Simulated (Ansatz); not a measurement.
`COBO[SiH3]`. Charge 0, multiplicity 1.

```xyz
12

C     1.141    0.558   -1.796
O     0.381    0.098   -0.700
B     0.255    0.818    0.440
O    -0.493    0.315    1.451
Si   -1.332   -1.109    1.542
H     1.598    1.529   -1.586
H     1.926   -0.168   -2.016
H     0.492    0.648   -2.669
H     0.793    1.884    0.565
H    -2.361   -1.181    0.474
H    -0.411   -2.267    1.425
H    -1.988   -1.125    2.871
```

(1) List the harmonic frequencies (cm⁻¹, unscaled) at PBE0-D4/def2-TZVP in Ansatz. (Best estimate.)

(2) Is this a minimum?

(3) Give the ideal-gas thermochemistry at 298.15 K and 1 bar (rigid rotor, harmonic oscillator; point group Cs, symmetry number 1).

Results:

(1) The calculation gave: 89, 93, 104, 138, 236, 303, 533, 723, 743, 775, 914, 951, 957, 969, 1019, 1130, 1184, 1190, 1303, 1411, 1490, 1494, 1509, 2235, 2237, 2251, 2606, 3041, 3120, 3125.

(2) Yes, all 30 modes are real.

(3) Zero-point energy 226.5 kJ/mol; H(298) − E = 248.6 kJ/mol; entropy 354.8 J/(mol·K), of which translation 165.0, rotation 110.9, vibration 78.9; G(298) − E = 142.8 kJ/mol. Modes under 100 cm⁻¹ are hindered rotations or soft bends, so the harmonic entropy is rough.
